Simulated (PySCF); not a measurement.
SMILES CCC[SiH2]CC (C₅H₁₄Si) (GFN2-xTB optimised geometry):

```
20

C      3.091    -1.642    -0.002
C      1.566    -1.661    -0.014
C      0.977    -0.255     0.000
Si    -0.924    -0.255     0.000
C     -1.559     1.539     0.000
C     -3.080     1.619    -0.004
H      3.472    -1.114    -0.875
H      3.490    -2.654    -0.013
H      3.458    -1.138     0.889
H      1.205    -2.214     0.855
H      1.218    -2.190    -0.904
H      1.352     0.291    -0.868
H      1.351     0.273     0.879
H     -1.421    -0.955     1.194
H     -1.422    -0.954    -1.194
H     -1.179     2.071     0.875
H     -1.175     2.071    -0.872
H     -3.487     1.121    -0.880
H     -3.419     2.654    -0.012
H     -3.490     1.134     0.879
```

Computed with B3LYP/def2-SVP run with PySCF 2.14.0.

What are the frontier orbital energies and the dipole moment?

HOMO-2 -8.85 eV, HOMO-1 -8.32 eV, HOMO -7.65 eV, LUMO 1.14 eV, LUMO+1 1.39 eV; dipole moment 0.60 D.

Meta-Löwdin charges at B3LYP/def2-SVP: C1 -0.28, C2 -0.14, C3 -0.39, Si4 0.65, C5 -0.39, C6 -0.27, H7 0.09, H8 0.09, H9 0.09, H10 0.08, H11 0.08, H12 0.09, H13 0.09, H14 -0.12, H15 -0.12, H16 0.09, H17 0.09, H18 0.09, H19 0.09, H20 0.09.
